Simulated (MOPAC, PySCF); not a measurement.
[Hf(OH)4], neutral singlet in the gas phase. 

Cartesian coordinates (Å):
```xyz
9

Hf     0.1929     0.0984     0.2080
O      1.7719    -0.7392     0.9674
H      2.5481    -1.1763     1.3357
O      0.4776     2.0158     0.0838
H      0.6284     2.9658     0.0226
O     -0.1317    -0.6279    -1.5640
H     -0.2920    -0.9881    -2.4436
O     -1.3418    -0.2544     1.3455
H     -2.1024    -0.4478     1.9052
```
Charge 0, multiplicity 1.

All levels are single points at this geometry (BP86-D3(BJ)/def2-SVP); Pople sets use spherical d functions. Orbital energies aren't observables, and empty levels follow the basis.

SVWN5/6-31G* (LANL2DZ on Hf) in PySCF gives gap (eV) = 6.25.

Estimate the gap (eV) from each of these levels: TPSSh-D3(BJ)/def2-TZVP in PySCF; B3LYP/6-311+G** (LANL2DZ on Hf) in PySCF; B3LYP/6-31G* (LANL2DZ on Hf) in PySCF; B3LYP/LANL2DZ in PySCF; BP86/6-31G* (LANL2DZ on Hf) in PySCF; M06-2X/6-31G* (LANL2DZ on Hf) in PySCF; PBE/6-31G* (LANL2DZ on Hf) in PySCF; PM6 in MOPAC.


```json
[
 {"level": "TPSSh-D3(BJ)/def2-TZVP in PySCF", "gap (eV)": "7.32"},
 {"level": "B3LYP/6-311+G** (LANL2DZ on Hf) in PySCF", "gap (eV)": "7.93"},
 {"level": "B3LYP/6-31G* (LANL2DZ on Hf) in PySCF", "gap (eV)": "8.18"},
 {"level": "B3LYP/LANL2DZ in PySCF", "gap (eV)": "8.34"},
 {"level": "BP86/6-31G* (LANL2DZ on Hf) in PySCF", "gap (eV)": "6.42"},
 {"level": "M06-2X/6-31G* (LANL2DZ on Hf) in PySCF", "gap (eV)": "10.72"},
 {"level": "PBE/6-31G* (LANL2DZ on Hf) in PySCF", "gap (eV)": "6.27"},
 {"level": "PM6 in MOPAC", "gap (eV)": "8.79"}
]
```
